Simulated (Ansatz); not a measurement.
Reaction (substitution at a C–C bond): `OCC1C[SiH2]1` + H₂Se → `[SeH]C1C[SiH2]1` + CH₃OH

Gas-phase electronic energies from Ansatz, PBE0-D4/def2-TZVP geometries. CCSD(T)/CBS is the MP2 limit (def2-TZVPP, def2-QZVPP) plus CCSD(T) − MP2 in def2-TZVPP, frozen cores. This one scheme is used for every species. For Se outer-core shells are correlated without core-valence functions, which leaves a few kJ/mol of doubt a bond. Scalar relativity is left out up to krypton. One conformer a species, not always the lowest.

```json
{"species": "`OCC1C[SiH2]1`", "HF/def2-TZVPP energy (Eh)": "-482.08671"}
{"species": "H₂Se", "HF/def2-TZVPP energy (Eh)": "-2401.00417"}
{"species": "`[SeH]C1C[SiH2]1`", "HF/def2-TZVPP energy (Eh)": "-2767.98847"}
{"species": "CH₃OH", "HF/def2-TZVPP energy (Eh)": "-115.09501"}
```

Work out ΔE.

ΔE = (-2767.98847) + (-115.09501) − (-482.08671) − (-2401.00417) = 0.00740 Eh = +19.4 kJ/mol. CCSD(T)/CBS gives +18.8 kJ/mol.

Largest T1 diagnostic among the species: 0.011.
